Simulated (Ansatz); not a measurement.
`COc1ccc(-c2ccc(-c3ccc(-c4ccc(-c5ccc(-c6ccc(-c7ccc(-c8ccc(C(F)=C(F)F)cc8)cc7)cc6)cc5)cc4)cc3)cc2)cc1`. Charge 0, multiplicity 1. Geometry r2SCAN-D4/def2-SVP; atoms count from 1.

```xyz
90

C   -17.661   -5.276    3.261
O   -16.982   -5.389    2.030
C   -15.702   -4.952    1.961
C   -15.064   -5.094    0.716
C   -13.751   -4.674    0.550
C   -13.021   -4.099    1.612
C   -11.624   -3.653    1.430
C   -11.175   -3.136    0.198
C    -9.859   -2.716    0.026
C    -8.925   -2.788    1.078
C    -7.529   -2.341    0.896
C    -6.867   -2.493   -0.339
C    -5.550   -2.074   -0.509
C    -4.831   -1.480    0.546
C    -3.433   -1.037    0.366
C    -2.934    0.097    1.035
C    -1.616    0.513    0.867
C    -0.731   -0.185    0.023
C     0.669    0.253   -0.153
C     1.344    0.073   -1.376
C     2.664    0.484   -1.540
C     3.374    1.097   -0.490
C     4.775    1.532   -0.663
C     5.664    0.822   -1.493
C     6.985    1.230   -1.654
C     7.483    2.370   -0.993
C     8.885    2.802   -1.161
C     9.590    3.420   -0.110
C    10.912    3.827   -0.267
C    11.596    3.633   -1.483
C    12.998    4.063   -1.649
C    13.499    5.201   -0.987
C    14.820    5.607   -1.142
C    15.705    4.887   -1.971
C    17.076    5.363   -2.090
F    17.390    6.446   -1.349
C    18.086    4.883   -2.842
F    17.992    3.840   -3.642
F    19.289    5.408   -2.861
C    15.213    3.744   -2.636
C    13.890    3.349   -2.474
C    10.892    3.015   -2.534
C     9.569    2.610   -2.377
C     6.594    3.081   -0.164
C     5.273    2.673   -0.003
C     2.699    1.279    0.733
C     1.379    0.867    0.897
C    -1.230   -1.319   -0.647
C    -2.549   -1.735   -0.480
C    -5.492   -1.326    1.780
C    -6.808   -1.748    1.951
C    -9.373   -3.303    2.310
C   -10.688   -3.727    2.480
C   -13.675   -3.966    2.848
C   -14.997   -4.382    3.033
H   -18.665   -5.688    3.100
H   -17.750   -4.223    3.583
H   -17.157   -5.852    4.058
H   -15.625   -5.552   -0.103
H   -13.267   -4.820   -0.420
H   -11.883   -3.026   -0.629
H    -9.557   -2.286   -0.933
H    -7.391   -2.965   -1.175
H    -5.073   -2.193   -1.486
H    -3.603    0.686    1.669
H    -1.274    1.421    1.372
H     0.811   -0.363   -2.226
H     3.144    0.363   -2.516
H     5.322   -0.091   -1.991
H     7.657    0.631   -2.274
H     9.104    3.549    0.862
H    11.440    4.266    0.584
H    12.831    5.798   -0.360
H    15.178    6.500   -0.626
H    15.869    3.150   -3.274
H    13.545    2.443   -2.981
H    11.378    2.885   -3.505
H     9.041    2.170   -3.228
H     6.935    3.994    0.333
H     4.600    3.272    0.617
H     3.232    1.716    1.582
H     0.900    0.987    1.873
H    -0.561   -1.909   -1.280
H    -2.891   -2.643   -0.985
H    -4.958   -0.885    2.626
H    -7.297   -1.598    2.918
H    -8.665   -3.411    3.137
H   -10.988   -4.162    3.438
H   -13.151   -3.498    3.686
H   -15.466   -4.245    4.009
```

Single mean-field runs in def2-SVP are fitted with def2-universal-jkfit.

**Question.** Estimate the Mulliken populations of the heavy atoms from the PBE0/def2-SVP orbitals of Ansatz.

**Answer.** 
```
atom  charge (e)
  C1        0.11
  O2       -0.34
  C3        0.22
  C4       -0.04
  C5       -0.03
  C6        0.03
  C7        0.04
  C8       -0.04
  C9       -0.03
 C10        0.03
 C11        0.03
 C12       -0.03
 C13       -0.03
 C14        0.03
 C15        0.04
 C16       -0.03
 C17       -0.03
 C18        0.04
 C19        0.04
 C20       -0.03
 C21       -0.03
 C22        0.03
 C23        0.04
 C24       -0.03
 C25       -0.03
 C26        0.04
 C27        0.04
 C28       -0.03
 C29       -0.03
 C30        0.04
 C31        0.04
 C32       -0.03
 C33       -0.03
 C34       -0.03
 C35        0.18
 F36       -0.21
 C37        0.34
 F38       -0.16
 F39       -0.15
 C40       -0.02
 C41       -0.03
 C42       -0.03
 C43       -0.03
 C44       -0.03
 C45       -0.03
 C46       -0.03
 C47       -0.03
 C48       -0.03
 C49       -0.03
 C50       -0.03
 C51       -0.03
 C52       -0.03
 C53       -0.04
 C54       -0.04
 C55       -0.11
```
Mulliken values depend strongly on the basis.

**Question.** And the Mayer bond orders between heavy atoms (over 0.3, the first 40 of 62)?

**Answer.** C1–O2 0.95 (1.41 Å); O2–C3 1.11 (1.35 Å); C3–C4 1.35 (1.41 Å); C3–C55 1.31 (1.40 Å); C4–C5 1.42 (1.39 Å); C5–C6 1.34 (1.41 Å); C6–C7 1.02 (1.48 Å); C6–C54 1.39 (1.40 Å); C7–C8 1.36 (1.41 Å); C7–C53 1.36 (1.41 Å); C8–C9 1.41 (1.39 Å); C9–C10 1.36 (1.41 Å); C10–C11 1.01 (1.48 Å); C10–C52 1.36 (1.41 Å); C11–C12 1.36 (1.41 Å); C11–C51 1.36 (1.41 Å); C12–C13 1.41 (1.39 Å); C13–C14 1.36 (1.41 Å); C14–C15 1.01 (1.48 Å); C14–C50 1.36 (1.41 Å); C15–C16 1.36 (1.41 Å); C15–C49 1.36 (1.41 Å); C16–C17 1.41 (1.39 Å); C17–C18 1.36 (1.41 Å); C18–C19 1.02 (1.48 Å); C18–C48 1.36 (1.41 Å); C19–C20 1.36 (1.41 Å); C19–C47 1.36 (1.41 Å); C20–C21 1.41 (1.39 Å); C21–C22 1.36 (1.41 Å); C22–C23 1.02 (1.48 Å); C22–C46 1.36 (1.41 Å); C23–C24 1.36 (1.41 Å); C23–C45 1.36 (1.41 Å); C24–C25 1.41 (1.39 Å); C25–C26 1.36 (1.41 Å); C26–C27 1.02 (1.48 Å); C26–C44 1.36 (1.41 Å); C27–C28 1.36 (1.41 Å); C27–C43 1.36 (1.41 Å).
